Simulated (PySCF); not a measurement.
Species: C2H6ClFSi2.
Structure used (PBE0-D3(BJ)/def2-SVP), in Å, numbered top down from 1:
```
atom  x, y, z in Å
F1    -1.4281   -2.2573   -0.9537
Si2   -1.3493   -0.6512   -0.7563
Cl3   -3.2459   -0.0362   -0.2312
C4    -0.1318   -0.2274    0.5434
C5     0.4608    1.2016    0.5851
Si6    1.6873   -0.1071    0.1199
H7    -1.0068   -0.0397   -2.0647
H8    -0.3570   -0.6730    1.5213
H9     0.1189    1.9034   -0.1857
H10    0.5149    1.6695    1.5736
H11    2.6626   -0.5911    1.1248
H12    2.0915   -0.2421   -1.3006
```

Computed, not measured: PySCF 2.14.0, PBE0-D3(BJ)/def2-SVP geometry optimisation, gas phase.

Take the most abundant isotopes and a rigid rotor. The values belong to one conformer with, in the numbering `[F:1][Si@@H:2]([Cl:3])[C@@H:4]1[CH2:5][SiH2:6]1`, F1–Si2–C4–C5 160°.

(1) What are A, B and C (MHz)?

(2) What kind of rotor is it?

(3) What does the inertial defect say?

(4) List the rotational levels J(Ka,Kc) to J = 4 (cm⁻¹).

(5) Which lines would a microwave search look for?

Answers

(1) Ia = 145.58, Ib = 481.42, Ic = 591.73 u·Å²; 505379 MHz·u·Å²/I gives A = 3471, B = 1050, C = 854.1 MHz.

(2) An asymmetric top; Ray's κ = -0.850.

(3) Not planar: Δ = Ic − Ia − Ib = -35.27 u·Å². For a rigid frame Δ = −2 Σ m c², so Σ m c² = 17.64 u·Å² lies off the ab plane: 10.08 from hydrogen and 7.56 from heavier atoms. The atom farthest from that plane is 1.79 Å away.

(4) Above 0(0,0):
J = 1: 1(0,1) 0.0635, 1(1,1) 0.1443, 1(1,0) 0.1508
J = 2: 2(0,2) 0.1901, 2(1,2) 0.2648, 2(1,1) 0.2843, 2(2,1) 0.5267, 2(2,0) 0.5271
J = 3: 3(0,3) 0.3791, 3(1,3) 0.4453, 3(1,2) 0.4844, 3(2,2) 0.7172, 3(2,1) 0.7191, 3(3,1) 1.1376, 3(3,0) 1.1376
J = 4: 4(0,4) 0.6294, 4(1,4) 0.6855, 4(1,3) 0.7507, 4(2,3) 0.9709, 4(2,2) 0.9765, 4(3,2) 1.3924, 4(3,1) 1.3925, 4(4,1) 1.9800, 4(4,0) 1.9800

(5) The dipole components are |μa| = 2.74 D, |μb| = 0.86 D, |μc| = 0.13 D. Intensities carry the squares of the components, which stand as 1.00 : 0.10 : 0.00 (a : b : c). Some of the stronger lines:

```json
{"type": "a", "branch": "Q", "J(Ka,Kc)": "2(1,1) ← 2(1,2)", "MHz": "587", "lower level (cm⁻¹)": "0.265"}
{"type": "a", "branch": "Q", "J(Ka,Kc)": "4(1,3) ← 4(1,4)", "MHz": "1954", "lower level (cm⁻¹)": "0.686"}
{"type": "a", "branch": "R", "J(Ka,Kc)": "2(1,2) ← 1(1,1)", "MHz": "3612", "lower level (cm⁻¹)": "0.144"}
{"type": "a", "branch": "R", "J(Ka,Kc)": "2(0,2) ← 1(0,1)", "MHz": "3796", "lower level (cm⁻¹)": "0.064"}
{"type": "a", "branch": "R", "J(Ka,Kc)": "2(1,1) ← 1(1,0)", "MHz": "4003", "lower level (cm⁻¹)": "0.151"}
{"type": "a", "branch": "R", "J(Ka,Kc)": "3(1,3) ← 2(1,2)", "MHz": "5411", "lower level (cm⁻¹)": "0.265"}
{"type": "a", "branch": "R", "J(Ka,Kc)": "3(0,3) ← 2(0,2)", "MHz": "5666", "lower level (cm⁻¹)": "0.190"}
{"type": "a", "branch": "R", "J(Ka,Kc)": "3(2,2) ← 2(2,1)", "MHz": "5712", "lower level (cm⁻¹)": "0.527"}
{"type": "a", "branch": "R", "J(Ka,Kc)": "3(2,1) ← 2(2,0)", "MHz": "5757", "lower level (cm⁻¹)": "0.527"}
{"type": "a", "branch": "R", "J(Ka,Kc)": "4(1,4) ← 3(1,3)", "MHz": "7202", "lower level (cm⁻¹)": "0.445"}
{"type": "a", "branch": "R", "J(Ka,Kc)": "4(0,4) ← 3(0,3)", "MHz": "7504", "lower level (cm⁻¹)": "0.379"}
{"type": "a", "branch": "R", "J(Ka,Kc)": "4(2,3) ← 3(2,2)", "MHz": "7607", "lower level (cm⁻¹)": "0.717"}
{"type": "a", "branch": "R", "J(Ka,Kc)": "4(3,1) ← 3(3,0)", "MHz": "7639", "lower level (cm⁻¹)": "1.138"}
{"type": "a", "branch": "R", "J(Ka,Kc)": "4(2,2) ← 3(2,1)", "MHz": "7718", "lower level (cm⁻¹)": "0.719"}
```

Whether it is a minimum is left open (no frequencies). Constants of a rigid frame at the computed geometry: no zero-point averaging, no centrifugal distortion. Quadrupole hyperfine structure (35Cl) is left out.
